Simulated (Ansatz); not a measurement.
Ansatz (a first-principles code) input:
A basis named .json is the Basis Set Exchange file of that set.

Ansatz 0.2 input:
```yaml
crystal:
  periodic: [false, false, false]
  atoms:
    - {symbol: Si, position_ang: [-0.05111433, 0.12438469, -0.30691107]}
    - {symbol: Cl, position_ang: [0.26799333, -0.65215117, 1.60914030]}
    - {symbol: C, position_ang: [-1.74437946, -0.43282051, -0.85958295]}
    - {symbol: C, position_ang: [1.28757340, -0.55661887, -1.41471068]}
    - {symbol: C, position_ang: [0.04825695, 1.98362745, -0.17880033]}
    - {symbol: H, position_ang: [-2.51735814, -0.06724577, -0.18156284]}
    - {symbol: H, position_ang: [-1.80770204, -1.52183897, -0.88926854]}
    - {symbol: H, position_ang: [-1.96240052, -0.05202084, -1.86088700]}
    - {symbol: H, position_ang: [1.25018116, -1.64669610, -1.44914392]}
    - {symbol: H, position_ang: [2.27667875, -0.26299219, -1.05931488]}
    - {symbol: H, position_ang: [1.16661346, -0.17978233, -2.43378589]}
    - {symbol: H, position_ang: [-0.11237691, 2.44178424, -1.15831067]}
    - {symbol: H, position_ang: [-0.70939046, 2.36986851, 0.50504207]}
    - {symbol: H, position_ang: [1.02676322, 2.29897922, 0.18716541]}
basis:
  gaussian:
    orbitals: aug-cc-pV_D+d_Z.json
magnetization: {spin_polarized: false}
correlation: {method: ccsd_t, electrons: outside_noble_gas}
output: {forces: true}
```

Q: Which total energy does the run end on?

A: -868.20540 Eh (CCSD(T)/aug-cc-pV(D+d)Z). The basis has 214 functions.
